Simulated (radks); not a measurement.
The niobium ion Nb+ inside a hard spherical wall (all orbitals vanish at R), configuration held at [Kr] 4d4 and not refilled when levels cross. All-electron calculation, scalar-relativistic Kohn-Sham, LDA (Slater exchange, VWN5 correlation), spin-polarised, spherical densities, finite nucleus; open shells are filled with parallel spins first (spin-orbit coupling, left out, can overturn this in heavy ions); Fermi nuclear charge, rms radius 4.324 fm. Program: a radial shooting solver on a logarithmic mesh with Libxc functionals. Eigenvalues in eV for spin up, with the zero of energy where the potential of the charges vanishes at infinity; a dash marks a level that is unbound or too diffuse for the functional's potential to be trusted. A positive occupied level is held by the wall or, in an anion where self-interaction has pushed it up, behind a barrier. The pressure on the wall is -dE/dV.

| R (bohr) | E (hartree) | kinetic (hartree) | e(3d) | e(4s) | e(4p) | e(4d) | e(5s, empty) | e(5p, empty) | pressure (GPa) |
|---|---|---|---|---|---|---|---|---|---|
| free | -3815.34263 | 3927.107 | -202.80 | -65.496 | -41.772 | -10.283 | -10.214 | -6.204 | 0 |
| 20 | -3815.34263 | 3927.107 | -202.80 | -65.496 | -41.772 | -10.283 | -10.214 | -6.204 | < 0.0001 |
| 15 | -3815.34263 | 3927.107 | -202.80 | -65.496 | -41.772 | -10.283 | -10.214 | -6.203 | < 0.0001 |
| 7 | -3815.34030 | 3927.128 | -202.64 | -65.346 | -41.628 | -10.153 | -9.995 | -5.573 | 0.164 |
| 6 | -3815.33260 | 3927.182 | -202.27 | -65.020 | -41.317 | -9.858 | -9.460 | -4.529 | 0.944 |
| 4 | -3815.15832 | 3928.025 | -198.33 | -61.761 | -38.239 | -6.386 | -1.939 | 6.446 | 41.1 |
| 3.5 | -3814.93645 | 3929.012 | -195.20 | -59.377 | -35.946 | -3.394 | 5.353 | 15.901 | 128 |
| 3 | -3814.36822 | 3931.532 | -189.25 | -55.087 | -31.624 | 2.491 | 20.414 | 34.210 | 473 |
| 2.5 | -3812.68533 | 3938.711 | -176.79 | -46.199 | -22.077 | 15.347 | 54.183 | 72.675 | 2150 |
| 2 | -3806.86837 | 3960.769 | -149.36 | -23.993 | 2.844 | 47.123 | 137.97 | 162.71 | 12300 |
| 1.5 | -3782.91080 | 4036.789 | -87.418 | 48.686 | 83.491 | 140.50 | 378.91 | 409.30 | 98300 |
